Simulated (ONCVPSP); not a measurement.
**lanthanum, ONCV: configuration errors across variants**

| Property | Result |
| --- | --- |
| Element | La |
| Generator | ONCVPSP 4.0.1 |
| Type | optimised norm-conserving Vanderbilt (ONCV) |
| Functional | PBEsol |
| Relativity | fully relativistic |
| Frozen core | [Kr] 4d10 |
| Valence charge | 11 |
| Reference configuration | 5s2 5p6 5d1 6s0.5 (charge +1.5) |
| Partial waves | 5s+6s: rc 2.40 bohr, ncon 3, nbas 6, qcut 5.2 1/bohr, 3 projectors, debl 2.6 Ha; 5p: rc 2.25 bohr, ncon 5, nbas 8, qcut 5.8 1/bohr, 1 projector; 5d: rc 3.40 bohr, ncon 4, nbas 9, qcut 4.2 1/bohr, 2 projectors, debl 1.4 Ha; f scattering state at 0.47 Ha: rc 3.35 bohr, ncon 4, nbas 8, qcut 3.4 1/bohr, 2 projectors, debl 2.6 Ha |
| Local potential | polynomial inside 1.80 bohr (lpopt 5, dvloc0 6 Ha) |
| Core correction | none |

Open shells are filled in proportion to 2j + 1.

In the f channel the program set the typed energies aside and used -0.492, 2.108 Ha (j = l + 1/2; the other j can differ).

All-electron excitation energies from the reference (eV): (1) 5s2 5p6 5d1 6s2 -10.797; (2) 5s2 5p6 5d1 6s1 -4.798; (3) 5s2 5p6 5d1 6s0 6.048; (4) 4f1 5s2 5p6 5d0 6s1 -4.532.

1 further variants failed, have other tests or too few solved ones, and are left out.

Errors AE − PS in meV (a dash: test not solved or not reliable):

| change | (1) | (2) | (3) | (4) | bound ghosts | GHOST(+) flags above zero |
| --- | --- | --- | --- | --- | --- | --- |
| base | -1.1 | -0.2 | -0.2 | +1837 | none | f7/2, f5/2 |
| s: rc 1.86 | -0.6 | -0.1 | -0.1 | +1837 | none | s, f7/2, f5/2 |
| s: rc 2.1 | -0.8 | -0.1 | -0.1 | +1837 | none | s, f7/2, f5/2 |
| s: rc 2.44 | -1.1 | -0.2 | -0.2 | +1837 | none | f7/2, f5/2 |
| s: rc 2.72 | -1.6 | -0.3 | -0.3 | +1837 | none | f7/2, f5/2 |
| s: rc 2.94 | -2.2 | -0.4 | -0.5 | +1837 | none | f7/2, f5/2 |
| s: rc 3.1 | -2.5 | -0.4 | -0.6 | +1837 | none | f7/2, f5/2 |
| s: rc 3.28 | -2.8 | -0.5 | -0.7 | +1839 | none | f7/2, f5/2 |
| s: rc 3.48 | -3.2 | -0.6 | -0.8 | +1839 | none | f7/2, f5/2 |

**Question.** Give the same row for: s: rc 2.28.

**Answer.** -0.9, -0.2, -0.2, +1837; bound ghosts: none; GHOST(+) flags above zero: s, f7/2, f5/2.
